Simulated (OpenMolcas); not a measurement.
Ru⁺.

```json
{
 "Program": "OpenMolcas 26.06",
 "Method": "CASSCF",
 "Basis": "ANO-R2 [7s5p4d2f1g]",
 "Scalar Hamiltonian": "X2C, finite nucleus",
 "Active space": "7 electrons in 5 orbitals (4d)",
 "State averaging": "2S+1 = 4 even, 10 roots; 2S+1 = 2 even, 40 roots",
 "Spin-orbit coupling": "RASSI with atomic mean-field integrals over the reference wave functions, term energies averaged over their components"
}
```

Levels without dynamic correlation, in cm⁻¹ above 4d⁷ ⁴F_9/2:

| Level | E |
| --- | --- |
| 4d⁷ ²G_9/2 | 13372 |
| 4d⁷ ⁴P_5/2 | 12978 |
| 4d⁷ ²H_11/2 | 17707 |
| 4d⁷ ²D_5/2(1) | 19311 |
| 4d⁷ ²F_5/2 | 29690 |

On this reference, MS-CASPT2, IPEA 0.25 Eh, imaginary shift 0.1 Eh (closed shells correlated: 4s 4p) puts 4d⁷ ²G_9/2 at 11320 cm⁻¹.

**Question.** Estimate the other levels at that method by one scale factor, and say how well it serves.

**Answer.** The factor is 11320 / 13372 = 0.847. Scaled values beside those that MS-CASPT2 gives and measured ones (NIST Handbook of Basic Atomic Spectroscopic Data):
```
        Level  Scaled  MS-CASPT2  Miss (%)  Measured
   4d⁷ ⁴P_5/2   10992       9670     +13.7      8257
  4d⁷ ²H_11/2   14998      15420      -2.7          
4d⁷ ²D_5/2(1)   16356      15700      +4.2          
   4d⁷ ²F_5/2   25147      23420      +7.4
```
For these levels the scaled values miss MS-CASPT2 by up to 13.7 %, as correlation changes each term by its own factor, spin-orbit parts do not scale and CASPT2 has its own spread within terms. This holds within one configuration; levels of others move differently, and the target method has errors of its own against measurement.

Term energies are means over components that CASPT2 splits; among the terms shown or strongly mixed into the levels shown the widest spread is 1000 cm-1 (4d⁷ ⁴F, MS-CASPT2). Configurations with an s electron lie low at this charge and mix in, so terms can be misplaced. Without dynamic correlation excited terms often stand tens of per cent too high (terms of higher spin than the ground term too low), and those without a measured partner can miss by more than the paired ones (holds for CASSCF). The CASPT2 spread within a term exceeds the gap to the next term for 4d⁷ ²H and 4d⁷ ²D(1), so the order of their levels is uncertain (holds for MS-CASPT2). Some terms miss by over 15 % even with CASPT2, which points to a basis or an active space too small for the shells correlated (holds for MS-CASPT2). Computed and measured levels are paired by configuration, term and J; levels that our copy of the source lacks, or whose pairing is in doubt (as where it misses far off the trend of its configuration), stay unpaired and out of the deviations. Levels of configurations outside the active space are missing.

A number in round brackets counts repeated terms of one configuration in the order of the reference energies.
